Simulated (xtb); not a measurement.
C₃H₈BrInO, SMILES [Br][In]([O]CC)[CH3]. All values are semi-empirical tight-binding results from xtb (GFN2-xTB unless named), good for trends rather than for accurate numbers. Geometry: GFN2-xTB. Other conformers were not sampled.

For metal compounds this method's bond lengths and energies can be far off.

```json
{
  "orbital_gap": "2.85 eV",
  "zero_point_energy": "63.9 kcal/mol",
  "G − E(el) at 298.15 K (modified RRHO)": "39.2 kcal/mol"
}
```
